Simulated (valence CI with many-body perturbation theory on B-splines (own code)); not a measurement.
The numbers below are computed, except where a source is named.
Ladder of approximations for Tl⁵⁸⁺

Level of theory: valence CI with perturbative core correlation (CI+MBPT): five valence electrons over a frozen Dirac-Fock core [Ar], a basis of 7 s, 7 p, 8 d, 6 f, 4 g, 1 h functions for each j, with the one-electron correlation potential Σ1, the two-electron term Σ2, the three-electron term Σ3, Breit, model QED; selected CI, second order for the rest (own B-spline code, finite nucleus).

The last digits are not significant, and no measured levels were compared; by estimate large intervals hold to a few tenths of a per cent, small ones and those within an open d or f shell to about a per cent. The list stops below the first excitations out of the core. Only levels of the ground parity were solved; by the run's estimate the other parity begins above the list, which can be wrong where configurations are misplaced.

Each rung adds one term. CI alone is the Dirac-Coulomb CI over the frozen core; QED comes last and gives the full result, which names the levels. Energies are above (3d3/2^4 3d5/2) J=5/2 on the same rung, in eV.

Levels are named by their leading jj configuration (3d3/2^4 stands for four electrons in 3d with j = 3/2), which in mixed levels can hold well under half, so a name can repeat and another be missing. Letters in brackets count levels of one name in rising energy.

| Level | CI alone | Σ1 | Σ2 | Σ3 | Breit | QED | Full |
| --- | --- | --- | --- | --- | --- | --- | --- |
| (3d3/2^3 3d5/2^2) J=5/2 [a] | 95.65 | +0.334 | +0.864 | +0.216 | -2.203 | +0.287 | 95.15 |
| (3d3/2^3 3d5/2^2) J=7/2 [a] | 109.49 | +0.336 | +0.636 | +0.153 | -3.193 | +0.285 | 107.71 |
| (3d3/2^3 3d5/2^2) J=11/2 | 112.31 | +0.338 | +1.067 | -0.024 | -5.253 | +0.285 | 108.72 |
| (3d3/2^3 3d5/2^2) J=3/2 [a] | 111.08 | +0.338 | +0.372 | +0.053 | -1.931 | +0.285 | 110.19 |
| (3d3/2^3 3d5/2^2) J=9/2 | 118.22 | +0.342 | +0.641 | +0.097 | -4.056 | +0.287 | 115.53 |
| (3d3/2^3 3d5/2^2) J=5/2 [b] | 122.34 | +0.345 | +0.151 | +0.221 | -3.150 | +0.289 | 120.20 |
| (3d3/2^3 3d5/2^2) J=7/2 [b] | 127.34 | +0.345 | +0.201 | -0.009 | -3.247 | +0.287 | 124.92 |
| (3d3/2^3 3d5/2^2) J=1/2 | 126.89 | +0.354 | -0.055 | +0.175 | -2.278 | +0.295 | 125.38 |
| (3d3/2^3 3d5/2^2) J=3/2 [b] | 147.08 | +0.363 | -0.312 | +0.133 | -1.767 | +0.296 | 145.79 |
| (3d3/2^2 3d5/2^3) J=5/2 [a] | 203.05 | +0.666 | +1.351 | +0.230 | -4.336 | +0.570 | 201.53 |
| (3d3/2^2 3d5/2^3) J=11/2 | 215.86 | +0.674 | +1.691 | +0.078 | -7.406 | +0.573 | 211.47 |
| (3d3/2^2 3d5/2^3) J=7/2 [a] | 214.30 | +0.674 | +1.188 | +0.216 | -5.453 | +0.573 | 211.50 |
| (3d3/2^2 3d5/2^3) J=9/2 [a] | 217.75 | +0.674 | +1.316 | +0.155 | -6.585 | +0.572 | 213.88 |
| (3d3/2^2 3d5/2^3) J=13/2 | 222.90 | +0.677 | +1.834 | -0.026 | -9.170 | +0.572 | 216.79 |
| (3d3/2^2 3d5/2^3) J=1/2 [a] | 222.08 | +0.678 | +0.709 | +0.252 | -4.059 | +0.573 | 220.23 |
| (3d3/2^2 3d5/2^3) J=3/2 [a] | 223.46 | +0.678 | +0.859 | +0.119 | -4.234 | +0.573 | 221.45 |
| (3d3/2^2 3d5/2^3) J=5/2 [b] | 225.41 | +0.678 | +0.787 | +0.181 | -5.273 | +0.573 | 222.36 |
| (3d3/2^2 3d5/2^3) J=9/2 [b] | 231.87 | +0.680 | +1.151 | +0.032 | -6.204 | +0.573 | 228.10 |
| (3d3/2^2 3d5/2^3) J=7/2 [b] | 235.25 | +0.682 | +0.675 | +0.137 | -6.517 | +0.573 | 230.80 |

The middle columns are the shifts that each term adds.

Problem. How does the ionisation energy move along the ladder, and which term matters most?

Solution. CI alone 5959.2, + Σ1 5961.5, + Σ2 5972.6, + Σ3 5972.9, + Breit 5969.9, + QED 5969.9 eV. The largest step is Σ2, 11.2 eV. NIST lists 5969 ± 6 eV (theoretical).
